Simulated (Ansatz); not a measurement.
Stepwise reaction of `CO[Si@H](Cl)[Si@H](O)Cl` with water, as a gas-phase model of exchange steps in deposition or etching. ΔE in kJ/mol.

Isolated molecules relaxed with PBE0-D4/def2-TZVP in Ansatz; ΔE leaves out vibrations. CBS: MP2 limit from def2 TZ/QZ plus the TZ coupled-cluster correction, frozen cores. This one scheme is used for every species. DFT in def2-TZVPP. B3LYP here is the variant with VWN-RPA as its local correlation; programs differ in this. One conformer a species, not always the lowest.

```csv
step,reaction,PBE-D4,B3LYP-D4,ωB97M-V,CCSD(T)/CBS
1,`CO[Si@H](Cl)[Si@H](O)Cl` + H₂O → `CO[Si@@H](O)[Si@@H](O)Cl` + HCl,16.8,8.5,10.1,11.7
2,`CO[Si@@H](O)[Si@@H](O)Cl` + H₂O → `CO[SiH](O)[SiH](O)O` + HCl,14.0,7.4,8.2,9.6
```

Question: By hand: ΔE of the 2 steps together at CCSD(T)/CBS.

Answer: (11.7) + (9.6) = 21.3 kJ/mol, or 10.6 kJ/mol a step.

In ΔE the steps differ by no more than 2.1 kJ/mol. All are uphill at CCSD(T)/CBS. PBE-D4 differs from CCSD(T)/CBS by 4.4 to 5.1 kJ/mol a step. Isolated molecules leave out the surface, adducts and barriers. Largest T1 diagnostic: 0.012.
